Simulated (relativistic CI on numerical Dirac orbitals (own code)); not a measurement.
Method of calculation: Dirac-Coulomb-Breit CI, separate exchange-only KLI orbitals for each configuration, a model potential for QED, unscaled Slater integrals (own radial code, finite nucleus).

The strongest absorption lines from the ground level of an ion, among the configurations computed and to levels below about 368 eV (vacuum wavelength in nm, gf): 3.8893 (8.7e-05), 6.5482 (0.0043), 7.0246 (0.00062), 7.4742 (0.0011), 8.3694 (1.5), 9.1056 (0.25), 9.5367 (0.1), 12.341 (0.43).

(1) Which ion is it?
A. Ce²⁶⁺
B. Nd²⁶⁺
C. Nd²⁸⁺
D. Sm³⁰⁺

## Answers

(1) C. Nd²⁸⁺ has 32 electrons and the ground level 4s2 4p2 3P_0; the strongest line goes to 4s2 4p 4d 3D°_1. The pattern of lines fixes the number of electrons, and along that sequence the line energies rise steadily with the charge (about as its square where n changes within one kind of shell, about linearly where n is kept but much faster in heavy ions where fine structure, which grows about as Z⁴, sets the gap, and irregularly where shells cross), which fixes Z. Configurations outside the model, such as inner-shell arrays, can give stronger lines. At this charge energies of transitions that change n are usually good to better than 1 %, and those within a shell (Δn = 0) to a few per cent.

LS names give the leading component of a level, which can be under half, so a name can repeat, a term be missing and a line seem to break the LS rules.
